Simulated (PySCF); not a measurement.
Compound: C6H13NOSi.
Atom-mapped SMILES: `[CH3:1]/[N:2]=[CH:3]/[C@@H:4]1[CH2:5][O:6][CH2:7][CH2:8][SiH2:9]1` (hydrogens: H10, H11, H12 on C1; H13 on C3; H14 on C4; H15, H16 on C5; H17, H18 on C7; H19, H20 on C8; H21, H22 on Si9)

The same species was optimised twice, with GFN2-xTB and with PBE0-D3(BJ)/def2-SVP (PySCF), and the same property calculations (PySCF, gas phase) were run on both structures.

| coordinate | GFN2-xTB | PBE0-D3(BJ)/def2-SVP | change |
| --- | --- | --- | --- |
| C8–Si9 (Å) | 1.902 | 1.885 | -0.017 |
| C4–Si9 (Å) | 1.918 | 1.904 | -0.014 |
| C3–C4 (Å) | 1.476 | 1.489 | +0.013 |
| N2=C3 (Å) | 1.256 | 1.266 | +0.010 |
| C5–O6 (Å) | 1.405 | 1.399 | -0.006 |
| C1–N2 (Å) | 1.429 | 1.434 | +0.005 |
| O6–C7 (Å) | 1.408 | 1.404 | -0.004 |
| C4–C5 (Å) | 1.534 | 1.538 | +0.004 |
| C7–C8 (Å) | 1.531 | 1.530 | -0.001 |
| C1–N2–C3 (°) | 120.5 | 118.6 | -1.9 |
| C3–C4–Si9 (°) | 109.8 | 111.4 | +1.6 |
| C4–Si9–C8 (°) | 102.1 | 103.2 | +1.1 |
| N2–C3–C4 (°) | 122.0 | 123.1 | +1.1 |
| C3–C4–C5 (°) | 111.8 | 112.5 | +0.7 |
| C5–O6–C7 (°) | 114.9 | 115.4 | +0.5 |
| O6–C7–C8 (°) | 113.6 | 113.1 | -0.5 |
| C7–C8–Si9 (°) | 109.9 | 109.5 | -0.4 |
| N2–C3–C4–C5 (°) | -141 | -134 | +7 |

Rotational constants: A = 2937, B = 755.6, C = 634.6 MHz (GFN2-xTB) against A = 2947, B = 744.9, C = 628.3 MHz (PBE0-D3(BJ)/def2-SVP). Point groups within 0.08 Å: C1 and C1.

On the GFN2-xTB structure: HOMO (eV) -7.00 [PBE0/pcSseg-1]; LUMO (eV) -0.02 [PBE0/pcSseg-1]; dipole (D) 1.89 [PBE0/pcSseg-1]; GIAO shielding of C1 (ppm) 135.5 [PBE0/pcSseg-1]; GIAO shielding of N2 (ppm) -97.3 [PBE0/pcSseg-1]; GIAO shielding of C3 (ppm) 22.0 [PBE0/pcSseg-1]; GIAO shielding of C4 (ppm) 150.7 [PBE0/pcSseg-1]; GIAO shielding of C5 (ppm) 112.7 [PBE0/pcSseg-1]; GIAO shielding of O6 (ppm) 289.0 [PBE0/pcSseg-1]; GIAO shielding of C7 (ppm) 115.7 [PBE0/pcSseg-1]; GIAO shielding of C8 (ppm) 175.7 [PBE0/pcSseg-1].

What do these properties become on the PBE0-D3(BJ)/def2-SVP structure?

```tsv
property	level	on GFN2-xTB	on PBE0-D3(BJ)/def2-SVP	change
HOMO (eV)	PBE0/pcSseg-1	-7.00	-7.13	-0.13
LUMO (eV)	PBE0/pcSseg-1	-0.02	-0.13	-0.11
dipole (D)	PBE0/pcSseg-1	1.89	1.88	-0.01
energy, GFN2-xTB geometry as zero (kcal/mol)	PBE0/pcSseg-1	0.0	-1.1	-1.1
GIAO shielding of C1 (ppm)	PBE0/pcSseg-1	135.5	133.2	-2.3
GIAO shielding of N2 (ppm)	PBE0/pcSseg-1	-97.3	-103.1	-5.8
GIAO shielding of C3 (ppm)	PBE0/pcSseg-1	22.0	18.2	-3.8
GIAO shielding of C4 (ppm)	PBE0/pcSseg-1	150.7	150.2	-0.5
GIAO shielding of C5 (ppm)	PBE0/pcSseg-1	112.7	112.9	+0.2
GIAO shielding of O6 (ppm)	PBE0/pcSseg-1	289.0	289.4	+0.4
GIAO shielding of C7 (ppm)	PBE0/pcSseg-1	115.7	115.7	0.0
GIAO shielding of C8 (ppm)	PBE0/pcSseg-1	175.7	174.8	-0.9
```

The heavy atoms differ by 0.040 Å rms after alignment. Among bonds between heavy atoms C8–Si9 changes most (-0.017 Å). Changes are differences of the printed values. Neither structure is proved a minimum here.
